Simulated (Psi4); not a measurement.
C4H9LiO (SMILES [Li][O]C(C)(C)C), singlet, geometry from GFN2-xTB (such geometries of metal compounds can be far from the true shape); BLYP/6-31G run with Psi4.

Here is a job for Psi4.
```
memory 2 GB

molecule mol {
0 1
  Li    0.952825    1.839100    1.901016
  O     0.432552    0.834893    0.863001
  C    -0.035026   -0.067605   -0.069881
  C     1.009963   -1.173501   -0.300873
  C    -1.341387   -0.709986    0.429250
  C    -0.307909    0.649476   -1.403933
  H     0.658894   -1.895049   -1.033882
  H     1.208243   -1.683966    0.639096
  H     1.936718   -0.725713   -0.653071
  H    -1.155500   -1.218008    1.373067
  H    -1.725533   -1.425014   -0.293488
  H    -2.084437    0.066966    0.595546
  H     0.611900    1.106872   -1.761945
  H    -1.045512    1.433593   -1.247299
  H    -0.677517   -0.046428   -2.152459
}

set basis 6-31g
set reference rks

energy('blyp')
print_variables()
```

What the program printed (banner, timings and long lists left out):

```
   => Loading Basis Set <=

    Name: 6-31G
    Role: ORBITAL
    Keyword: BASIS

         ---------------------------------------------------------
                                   SCF
               by Justin Turney, Rob Parrish, Andy Simmonett
                          and Daniel G. A. Smith
                              RKS Reference
         ---------------------------------------------------------

  ==> Geometry <==

    Molecular point group: c1
    Full point group: C1

    Geometry (in Angstrom), charge = 0, multiplicity = 1:

       Center              X                  Y                   Z               Mass
    ------------   -----------------  -----------------  -----------------  -----------------
         LI           0.912605651106     1.761470074286     1.820772578348     7.016003436600
         O            0.392332651106     0.757263074286     0.782757578348    15.994914619570
         C           -0.075245348894    -0.145234925714    -0.150124421652    12.000000000000
         C            0.969743651106    -1.251130925714    -0.381116421652    12.000000000000
         C           -1.381606348894    -0.787615925714     0.349006578348    12.000000000000
         C           -0.348128348894     0.571846074286    -1.484176421652    12.000000000000
         H            0.618674651106    -1.972678925714    -1.114125421652     1.007825032230
         H            1.168023651106    -1.761595925714     0.558852578348     1.007825032230
         H            1.896498651106    -0.803342925714    -0.733314421652     1.007825032230
         H           -1.195719348894    -1.295637925714     1.292823578348     1.007825032230
         H           -1.765752348894    -1.502643925714    -0.373731421652     1.007825032230
         H           -2.124656348894    -0.010663925714     0.515302578348     1.007825032230
         H            0.571680651106     1.029242074286    -1.842188421652     1.007825032230
         H           -1.085731348894     1.355963074286    -1.327542421652     1.007825032230
         H           -0.717736348894    -0.124057925714    -2.232702421652     1.007825032230

  Running in c1 symmetry.

  Rotational constants: A =      0.15344  B =      0.10604  C =      0.10604 [cm^-1]
  Rotational constants: A =   4600.08881  B =   3178.86319  C =   3178.86305 [MHz]
  Nuclear repulsion =  212.293507223666353

  Charge       = 0
  Multiplicity = 1
  Electrons    = 44
  Nalpha       = 22
  Nbeta        = 22

  ==> Algorithm <==

  SCF Algorithm Type is DF.
  DIIS enabled.
  MOM disabled.
  Fractional occupation disabled.
  Guess Type is SAD.
  Energy threshold   = 1.00e-06
  Density threshold  = 1.00e-06
  Integral threshold = 1.00e-12

  ==> Primary Basis <==

  Basis Set: 6-31G
    Blend: 6-31G
    Number of shells: 48
    Number of basis functions: 72
    Number of Cartesian functions: 72
    Spherical Harmonics?: false
    Max angular momentum: 1

  ==> DFT Potential <==

   => LibXC <=

    Version 7.1.2
    S. Lehtola, C. Steigemann, M. J. T. Oliveira, and M. A. L. Marques,  SoftwareX 7, 1–5 (2018) (10.1016/j.softx.2017.11.002)

   => Composite Functional: BLYP <=

    BLYP GGA Exchange-Correlation Functional

    P.J. Stephens et. al., J. Phys. Chem., 98, 11623-11627, 1994
    B. Miehlich et. al., Chem. Phys. Lett., 157(3), 200-206 1989

    Deriv               =              1
    GGA                 =           TRUE
    Meta                =          FALSE

    Exchange Hybrid     =          FALSE
    MP2 Hybrid          =          FALSE

   => Exchange Functionals <=

    1.0000     XC_GGA_X_B88

   => Correlation Functionals <=

    1.0000     XC_GGA_C_LYP

   => LibXC Density Thresholds  <==

    XC_GGA_C_LYP:  1.00E-14
    XC_GGA_X_B88:  1.00E-15

   => Molecular Quadrature <=

    Radial Scheme          =       TREUTLER
    Pruning Scheme         =           NONE
    Nuclear Scheme         =       TREUTLER

    Blocking Scheme        =         OCTREE
    BS radius alpha        =              1
    Pruning alpha          =              1
    Radial Points          =             75
    Spherical Points       =            302
    Total Points           =         317771
    Total Blocks           =           2391
    Max Points             =            256
    Max Functions          =             72
    Weights Tolerance      =       1.00E-15

   => Loading Basis Set <=

    Name: (6-31G AUX)
    Role: JKFIT
    Keyword: DF_BASIS_SCF

  ==> Integral Setup <==

  SCF_SUBTYPE=INCORE selected. In-core MEM_DF algorithm will be used.
  Using in-core AOs.

  ==> MemDFJK: Density-Fitted J/K Matrices <==

    J tasked:                   Yes
    K tasked:                    No
    wK tasked:                   No
    Algorithm:                 Core
    Schwarz Cutoff:           1E-12
    Mask sparsity (%):       0.3472
    Fitting Condition:        1E-10

   => Auxiliary Basis Set <=

  Basis Set: (6-31G AUX)
    Blend: CC-PVDZ-JKFIT + DEF2-UNIVERSAL-JKFIT
    Number of shells: 218
    Number of basis functions: 690
    Number of Cartesian functions: 690
    Spherical Harmonics?: false
    Max angular momentum: 3

  Minimum eigenvalue in the overlap matrix is 4.5155220895E-03.
  Reciprocal condition number of the overlap matrix is 7.4848216255E-04.
    Using symmetric orthogonalization.

  ==> Pre-Iterations <==

  SCF Guess: Superposition of Atomic Densities via on-the-fly atomic UHF (no occupation information).

   -------------------------
    Irrep   Nso     Nmo
   -------------------------
     A         72      72
   -------------------------
    Total      72      72
   -------------------------

  ==> Iterations <==

                           Total Energy        Delta E     RMS |[F,P]|

   @DF-RKS iter SAD:  -239.68812067038397   -2.39688e+02   0.00000e+00
   @DF-RKS iter   1:  -239.60287575203085    8.52449e-02   1.78624e-02 DIIS/ADIIS
   @DF-RKS iter   2:  -230.67210029722639    8.93078e+00   4.07183e-02 DIIS/ADIIS
   @DF-RKS iter   3:  -240.14444641357559   -9.47235e+00   1.06102e-02 DIIS/ADIIS
   @DF-RKS iter   4:  -240.39306773993928   -2.48621e-01   4.74008e-03 DIIS/ADIIS
   @DF-RKS iter   5:  -240.44449309259923   -5.14254e-02   1.04831e-03 DIIS/ADIIS
   @DF-RKS iter   6:  -240.44630504550463   -1.81195e-03   6.62525e-04 DIIS/ADIIS
   @DF-RKS iter   7:  -240.44723563001685   -9.30585e-04   1.42417e-04 DIIS/ADIIS
   @DF-RKS iter   8:  -240.44727929715148   -4.36671e-05   3.02079e-05 DIIS
   @DF-RKS iter   9:  -240.44728139627705   -2.09913e-06   2.42324e-06 DIIS
   @DF-RKS iter  10:  -240.44728141786811   -2.15911e-08   9.08329e-08 DIIS
  Energy and wave function converged.

  ==> Post-Iterations <==

   Electrons on quadrature grid:
      Ntotal   =   44.0000032391 ; deviation = 3.239e-06

    Orbital Energies [Eh]
    ---------------------

    Doubly Occupied:

       1A    -18.697991     2A     -9.929480     3A     -9.866968
       4A     -9.866953     5A     -9.866918     6A     -1.850886
       7A     -0.827645     8A     -0.652378     9A     -0.581944
      10A     -0.581934    11A     -0.436880    12A     -0.366101
      13A     -0.357616    14A     -0.357615    15A     -0.313411
      16A     -0.313405    17A     -0.285566    18A     -0.282463
      19A     -0.260710    20A     -0.260708    21A     -0.154120
      22A     -0.154118

    Virtual:

      23A     -0.058535    24A      0.016573    25A      0.016575
      26A      0.044161    27A      0.107898    28A      0.126012
      29A      0.129466    30A      0.129467    31A      0.156818
      32A      0.158682    33A      0.158694    34A      0.185261
      35A      0.185269    36A      0.204980    37A      0.204989
      38A      0.216731    39A      0.222760    40A      0.261522
      41A      0.261532    42A      0.280863    43A      0.381163
      44A      0.523259    45A      0.523262    46A      0.583570
      47A      0.603915    48A      0.603928    49A      0.630478
      50A      0.667892    51A      0.715984    52A      0.715995
      53A      0.738743    54A      0.738768    55A      0.851601
      56A      0.884954    57A      0.947468    58A      0.947478
      59A      0.951996    60A      0.963653    61A      0.963658
      62A      0.983277    63A      0.983287    64A      0.987133
      65A      0.999701    66A      1.148237    67A      1.148246
      68A      1.366607    69A      1.453298    70A      1.453355
      71A      1.581713    72A      1.888616

    Final Occupation by Irrep:
              A
    DOCC [    22 ]
    NA   [    22 ]
    NB   [    22 ]

  @DF-RKS Final Energy:  -240.44728141786811

   => Energetics <=

    Nuclear Repulsion Energy =            212.2935072236663530
    One-Electron Energy =                -747.3762990490183711
    Two-Electron Energy =                 330.2008224919735540
    DFT Exchange-Correlation Energy =     -35.5653120844896264
    Empirical Dispersion Energy =           0.0000000000000000
    VV10 Nonlocal Energy =                  0.0000000000000000
    Total Energy =                       -240.4472814178681119

Computation Completed

Properties will be evaluated at   0.000000,   0.000000,   0.000000 [a0]

Properties computed using the SCF density matrix

 Multipole Moments:

 ------------------------------------------------------------------------------------
     Multipole            Electronic (a.u.)      Nuclear  (a.u.)        Total (a.u.)
 ------------------------------------------------------------------------------------

 L = 1.  Multiply by 2.5417464519 to convert [e a0] to [Debye]
 Dipole X            :          3.9148163           -3.3441696            0.5706467
 Dipole Y            :          7.5563826           -6.4547673            1.1016154
 Dipole Z            :          7.8106356           -6.6720779            1.1385577
 Magnitude           :                                                    1.6838966

 ------------------------------------------------------------------------------------

  Variable Map:
  ----------------------------------------------------------------------------
  "CURRENT ENERGY"              =>    -240.447281417868
  "CURRENT REFERENCE ENERGY"    =>    -240.447281417868
  "DD SOLVATION ENERGY"         =>       0.000000000000
  "DFT FUNCTIONAL TOTAL ENERGY" =>    -240.447281417868
  "DFT TOTAL ENERGY"            =>    -240.447281417868
  "DFT VV10 ENERGY"             =>       0.000000000000
  "DFT XC ENERGY"               =>     -35.565312084490
  "GRID ELECTRONS ALPHA"        =>      22.000001619540
  "GRID ELECTRONS BETA"         =>      22.000001619540
  "GRID ELECTRONS TOTAL"        =>      44.000003239080
  "NUCLEAR REPULSION ENERGY"    =>     212.293507223666
  "ONE-ELECTRON ENERGY"         =>    -747.376299049018
  "PCM POLARIZATION ENERGY"     =>       0.000000000000
  "PE ENERGY"                   =>       0.000000000000
  "SCF ITERATION ENERGY"        =>    -240.447281417868
  "SCF ITERATIONS"              =>      10.000000000000
  "SCF TOTAL ENERGY"            =>    -240.447281417868
  "TWO-ELECTRON ENERGY"         =>     330.200822491974
  "XC GRID RADIAL POINTS"       =>      75.000000000000
  "XC GRID SPHERICAL POINTS"    =>     302.000000000000
  "XC GRID TOTAL POINTS"        =>  317771.000000000000

  Array Variable Map:
  ----------------------------------------------------------------------------
  "CURRENT DIPOLE"              =>       0.570646654700 ... 1.138557728386 1 by 3
  "SCF DIPOLE"                  =>       0.570646654700 ... 1.138557728386 1 by 3
  "SCF TOTAL ENERGIES"          =>    -239.688120670384 ... -240.447281417868 1 by 11
```
